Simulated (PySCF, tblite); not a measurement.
Isomers of C6H14N (doublet state). Computed with GFN2-xTB (tblite): harmonic, unscaled wavenumbers at the GFN2-xTB geometry, gas phase. Errors from tens to a few hundred cm⁻¹ against measured bands are possible. One conformer each. Open shells enter through the occupations alone, without spin polarisation, and single modes of such species can be off by tens of per cent.

Electronic energies: B3LYP/pcH-1 single points on the GFN2-xTB geometries (PySCF, gas phase).

| SMILES | electronic energy, lowest = 0 (kcal/mol) |
| --- | --- |
| CCC(C)(C)C[NH] | 5.3 |
| C[CH]N(CC)CC | 0.3 |
| C[CH]C(C)(C)CN | 0.0 |

Problem. How do GFN2-xTB zero-point energies change the relative energies?

Solution. 
| SMILES | ZPE (kcal/mol) | of it from modes above 1550 cm⁻¹ | electronic (kcal/mol) | with ZPE, lowest = 0 (kcal/mol) | lowest mode (cm⁻¹) | rings |
| --- | --- | --- | --- | --- | --- | --- |
| C[CH]C(C)(C)CN | 117.7 | 61.1 | 0.0 | 0.0 | 62 | 0 |
| C[CH]N(CC)CC | 118.3 | 60.0 | 0.3 | 0.9 | 51 | 0 |
| CCC(C)(C)C[NH] | 118.5 | 59.9 | 5.3 | 6.2 | 135 | 0 |

The zero-point energies span 0.8 kcal/mol, from `C[CH]C(C)(C)CN` to `CCC(C)(C)C[NH]`. The order is unchanged.

Problem. And how do the electronic energies of GFN2-xTB itself compare?

Solution. `C[CH]C(C)(C)CN` 13.1; `C[CH]N(CC)CC` 0.0; `CCC(C)(C)C[NH]` 9.7 kcal/mol, lowest = 0. Against the energies above, taken from the same isomer `C[CH]C(C)(C)CN`, the largest difference is 13.4 kcal/mol.

Problem. What do entropy and thermal enthalpy add at 298.15 K and 1 bar (rigid rotor, harmonic oscillator, one conformer each)?

Solution. 
```tsv
SMILES	point group	symmetry number	S (cal/(mol K))	H − H(0) (kcal/mol)	ZPE + H − H(0) − TS (kcal/mol)
C[CH]C(C)(C)CN	C1	1	96.2	6.92	95.9
C[CH]N(CC)CC	C1	1	97.0	6.80	96.2
CCC(C)(C)C[NH]	C1	1	89.3	6.13	98.0
```

S holds R ln(2S + 1) for the spin.
